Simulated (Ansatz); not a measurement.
Input file for Ansatz (a first-principles code): U-PBE/def2-TZVPP on C6H5 (SMILES [c]1ccccc1).

Ansatz 0.2 input:
```yaml
crystal:
  periodic: [false, false, false]
  atoms:
    - {symbol: C, position_ang: [-1.50522456, 0.37427915, 0.02697745]}
    - {symbol: C, position_ang: [-0.60680807, 1.40888669, 0.01512316]}
    - {symbol: C, position_ang: [0.74755095, 1.05978848, -0.00921611]}
    - {symbol: C, position_ang: [1.12402917, -0.27949375, -0.02019118]}
    - {symbol: C, position_ang: [0.16417698, -1.28649236, -0.00714924]}
    - {symbol: C, position_ang: [-1.19595762, -0.96062306, 0.01717028]}
    - {symbol: H, position_ang: [-0.91479806, 2.44662560, 0.02396250]}
    - {symbol: H, position_ang: [1.50124046, 1.83773298, -0.01947101]}
    - {symbol: H, position_ang: [2.17409897, -0.54059742, -0.03904290]}
    - {symbol: H, position_ang: [0.46577173, -2.32683688, -0.01577296]}
    - {symbol: H, position_ang: [-1.95407995, -1.73326942, 0.02751002]}
basis:
  gaussian:
    orbitals: def2-TZVPP
hamiltonian:
  xc: {name: PBE}
magnetization: {spin_polarized: true, initial_magnetization: 1}
```

Q: What total energy does the run end on?

A: -231.3388 hartree.

Q: How many basis functions does it have, and what does it roughly cost on one machine?

A: 256 functions; around 17 core-seconds (rough).
